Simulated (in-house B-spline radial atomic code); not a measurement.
A fraction x of an electron is moved 2p → 3d in Ti VI (Ti5+), starting from [Ne] 3s2 3p5 and keeping the highest spin. Computed with a radial B-spline atomic code at the basis-set limit: non-relativistic AM05, spin-polarised, spherical fractional occupations, point nucleus.

| x | E(x) - E(0) (eV) | 2p down level (eV) | 3d up level (eV) |
| --- | --- | --- | --- |
| 0 | 0.0000 | -524.236 | - |
| 0.125 | 56.5800 | -528.475 | -74.086 |
| 0.25 | 113.5959 | -532.681 | -74.820 |
| 0.375 | ? | ? | ? |
| 0.5 | 228.9212 | -540.996 | -76.274 |
| 0.625 | 287.2234 | -545.103 | -76.995 |
| 0.75 | ? | ? | ? |
| 0.875 | 405.0877 | -553.212 | -78.427 |
| 1 | 464.6417 | -557.212 | -79.137 |

Q: What belongs in the row x = 0.375?

A: An energy change of 171.0442 eV; 2p down at -536.855 eV, 3d up at -75.549 eV.

Q: What belongs in the row x = 0.75?

A: An energy change of 345.9469 eV; 2p down at -549.175 eV, 3d up at -77.713 eV.

Q: Check Janak's theorem between x = 0.125 and 0.25.

A: The slope of the energy is 456.13 eV; the orbital levels give 456.12 eV (ε of the receiving orbital less ε of the emptying one, averaged over the two points).
